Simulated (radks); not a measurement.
Q: Species: Br XIV. Configuration: [Ar] 3d4 (the NIST ground configuration). All-electron calculation, non-relativistic Kohn-Sham, TPSS, spin-polarised, spherical densities, point nucleus; open shells are filled with parallel spins first; meta-GGA in the generalised Kohn-Sham scheme. Program: a radial shooting solver on a logarithmic mesh with Libxc functionals. Some entries of the table are withheld. Estimate them.

orbital  occ.  eigenvalue (hartree)  <1/r> (bohr^-1)
1s up       1             -496.0139            34.51
1s down     1             -496.0135            34.51
2s up       1             -76.41508            7.666
2s down     1             -76.20129            7.683
2p up       3             -70.25285            7.632
2p down     3             -70.08678            7.646
3s up       1             -21.15630            2.743
3s down     1             -20.82921            2.722
3p up       3             -18.99334              (1)
3p down     3             -18.65390              (2)
3d up       4             -15.31094              (3)
3d down     0             -14.92672              (4)

A: 
(1) 3p up <1/r> (bohr^-1): 2.662
(2) 3p down <1/r> (bohr^-1): 2.639
(3) 3d up <1/r> (bohr^-1): 2.507
(4) 3d down <1/r> (bohr^-1): 2.487
